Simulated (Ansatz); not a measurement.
Cost and result for the atomization energy of CH₅Cl₂NSi, SMILES `N[SiH2]C(Cl)Cl` (10 atoms, 9 bonds).

```xyz
10

N    -0.761    0.263   -1.561
Si   -0.600   -0.442   -0.017
C     0.844    0.248    1.013
Cl    0.885   -0.608    2.569
Cl    2.363    0.039    0.110
H    -0.070    0.122   -2.279
H    -1.278    1.114   -1.698
H    -1.836   -0.156    0.751
H    -0.314   -1.890   -0.131
H     0.767    1.310    1.242
```

Charge 0, multiplicity 1. Geometry: relaxed with PBE0-D4/def2-TZVP. It is one conformer, not always the lowest. Program: Ansatz. All runs use 4 threads of an Arm Neoverse V1 on a shared host. Times are those of one run each, without the atoms' runs, and a repeat can differ threefold. Electronic energies, without spin–orbit coupling; frozen cores. CCSD(T)/CBS adds CCSD(T) − MP2 in def2-TZVPP to the MP2 limit, and its time is that of the two runs behind it. T1 = 0.010. B3LYP takes the VWN-RPA correlation (the form of Gaussian; ORCA's B3LYP/G).

CCSD(T)/CBS is a level of theory with its own doubt, some kJ/mol a heavy atom from the limit and from the frozen cores, so smaller differences don't rank the functionals.

| level | functions | wall time | atomization (kJ/mol) | difference from CCSD(T)/CBS | per bond |
| --- | --- | --- | --- | --- | --- |
| PBE-D4/def2-TZVPP (with forces) | 258 | 2.9 s | 3310.1 | 57.0 | 6.3 |
| PBE0-D4/def2-TZVPP | 258 | 3.9 s | 3251.3 | -1.8 | -0.2 |
| r2SCAN-D4/def2-TZVPP (with forces) | 258 | 6 s | 3248.5 | -4.6 | -0.5 |
| B3LYP-D4/def2-TZVPP (with forces) | 258 | 6 s | 3239.3 | -13.8 | -1.5 |
| B2PLYP/def2-TZVPP | 258 | 6.5 s | 3196.5 | -56.6 | -6.3 |
| ωB97X-V/def2-TZVPP | 258 | 9.5 s | 3269.0 | 15.9 | 1.8 |
| ωB97M-V/def2-TZVPP (with forces) | 258 | 14 s | 3269.0 | 15.9 | 1.8 |
| MP2/def2-QZVPP | 474 | 23 s | 3266.7 | 13.6 | 1.5 |
| CCSD(T)/def2-TZVPP | 258 | 2.9 min | 3142.7 | -110.4 | -12.3 |
| CCSD(T)/CBS(def2) | – | 3.3 min | 3253.1 | 0.0 | 0.0 |

From PBE to PBE0 (25 % exact exchange), in def2-TZVPP and without D4, the atomization energy moves by −54.8 kJ/mol: exact exchange takes away binding that semilocal exchange gives to molecules. The D4 term adds +43.6 kJ/mol with B3LYP and +22.8 kJ/mol with PBE0; it sums over pairs of atoms, weighted by their polarisabilities, and B3LYP, whose exchange is more repulsive, gets the larger term. In def2-TZVPP, CCSD(T) changes the Hartree–Fock value by +874.2 kJ/mol (the triples alone add +57.5 kJ/mol) and MP2 by +932.6 kJ/mol; breaking electron pairs costs correlation energy, which Hartree–Fock lacks.
